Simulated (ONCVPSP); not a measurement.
## Scattering properties, ONCV potential for Al

| Property | Result |
| --- | --- |
| Element | Al |
| Generator | ONCVPSP 4.0.1 |
| Type | optimised norm-conserving Vanderbilt (ONCV) |
| Functional | PBEsol |
| Relativity | scalar-relativistic |
| Frozen core | [He] |
| Valence charge | 11 |
| Reference configuration | 2s2 2p6 3s1.5 3p1.5 |
| Partial waves | 2s+3s: rc 1.10 bohr, ncon 3, nbas 6, qcut 12 1/bohr, 2 projectors; 2p+3p: rc 1.15 bohr, ncon 4, nbas 9, qcut 13 1/bohr, 3 projectors, debl 2.4 Ha |
| Local potential | polynomial inside 0.95 bohr (lpopt 5, dvloc0 0 Ha) |
| Core correction | Teter function, fcfact 4, rcfact 1.1 |

The phase is arctan(r·R′/R) of the radial function R(r), unwrapped; energies in Ha, scanned from -5 to 5 Ha. A pole is an energy at which the radial function vanishes at the test radius. The pseudo phase is shifted by a multiple of π to meet the all-electron one at the reference energy, and phase errors are pseudo minus all-electron; the curves can meet again beyond the range given. Levels narrower than the energy grid can be missing from the lists of poles.

Problem. For each channel, where are the poles, and over which energies does the pseudopotential scatter like the atom?

Solution.

```json
{"channel": "s", "radius (bohr)": "1.12", "reference energy (Ha)": "-0.30", "poles, all-electron": "-3.28", "poles, pseudo": "-3.28", "unbroken range about the reference energy with phases within 0.05 rad": "the whole range", "phase error 1 Ha above the reference energy (rad)": "-0.000"}
{"channel": "p", "radius (bohr)": "1.17", "reference energy (Ha)": "-0.11", "poles, all-electron": "-2.06", "poles, pseudo": "-2.06", "unbroken range about the reference energy with phases within 0.05 rad": "the whole range", "phase error 1 Ha above the reference energy (rad)": "+0.000"}
```

Phases in the p channel:

| E (Ha) | all-electron | pseudo |
| --- | --- | --- |
| -4.96 | 1.052 | 1.052 |
| -4.72 | 1.010 | 1.010 |
| -4.48 | 0.954 | 0.954 |
| -4.24 | 0.880 | 0.880 |
| -4.00 | 0.773 | 0.773 |
| -3.76 | 0.610 | 0.610 |
| -3.52 | 0.343 | 0.343 |
| -3.28 | -0.085 | -0.085 |
| -3.04 | -0.613 | -0.613 |
| -2.80 | -1.030 | -1.030 |
| -2.56 | -1.290 | -1.290 |
| -2.32 | -1.453 | -1.453 |
| -2.08 | -1.565 | -1.565 |
| -1.84 | -1.647 | -1.647 |
| -1.60 | -1.713 | -1.713 |
| -1.36 | -1.770 | -1.770 |
| -1.12 | -1.822 | -1.822 |
| -0.88 | -1.871 | -1.871 |
| -0.64 | -1.921 | -1.921 |
| -0.40 | -1.972 | -1.972 |
| -0.16 | -2.027 | -2.027 |
| 0.08 | -2.088 | -2.088 |
| 0.32 | -2.158 | -2.158 |
| 0.56 | -2.239 | -2.239 |
| 0.80 | -2.335 | -2.335 |
| 1.04 | -2.451 | -2.451 |
| 1.28 | -2.590 | -2.590 |
| 1.52 | -2.757 | -2.757 |
| 1.76 | -2.949 | -2.949 |
| 2.00 | -3.158 | -3.158 |
| 2.24 | -3.368 | -3.368 |
| 2.48 | -3.565 | -3.565 |
| 2.72 | -3.736 | -3.736 |
| 2.96 | -3.880 | -3.880 |
| 3.20 | -3.998 | -3.998 |
| 3.44 | -4.094 | -4.094 |
| 3.68 | -4.174 | -4.174 |
| 3.92 | -4.239 | -4.239 |
| 4.16 | -4.295 | -4.295 |
| 4.40 | -4.341 | -4.341 |
| 4.64 | -4.382 | -4.382 |
| 4.88 | -4.417 | -4.417 |
